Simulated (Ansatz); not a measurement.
Cl$_{2}$H$_{2}$HfSe$_{2}$, SMILES `[Cl][Hf]([Cl])([SeH])[SeH]` at its PBE0-D4/def2-TZVP geometry, where that method's forces vanish. Charge 0, multiplicity 1. Hf takes the def2 core potential.

```csv
atom,x (Å),y (Å),z (Å)
Cl1,-2.1011,-0.9790,-0.6040
Hf2,-0.2474,0.0102,0.3955
Cl3,-0.8038,1.1143,2.3611
Se4,1.5665,-1.6987,0.9106
Se5,0.8495,1.6132,-1.2593
H6,1.1947,-2.3339,-0.3688
H7,-0.4585,2.2739,-1.4350
```

(1) For each bond, give half the difference of the two atoms' forces along it (eV/Å; positive pushes the atoms apart) under PBE-D4, r2SCAN-D4, B3LYP-D4, ωB97M-V in def2-TZVPP. (Estimate.)

## Answers

(1) The calculation gave: 
```tsv
bond	length (Å)	PBE-D4	r2SCAN-D4	B3LYP-D4	ωB97M-V
Cl1–Hf2	2.327	0.07	0.07	0.14	0.07
Hf2–Cl3	2.322	0.10	0.08	0.15	0.07
Hf2–Se4	2.545	0.11	0.04	0.09	-0.03
Hf2–Se5	2.552	0.08	0.02	0.10	-0.01
Se4–H6	1.476	0.25	-0.02	0.04	-0.08
Se5–H7	1.476	0.26	-0.02	0.04	-0.09
```

B3LYP here is the variant with VWN-RPA as its local correlation; programs differ in this.

Program: Ansatz 0.2.0.
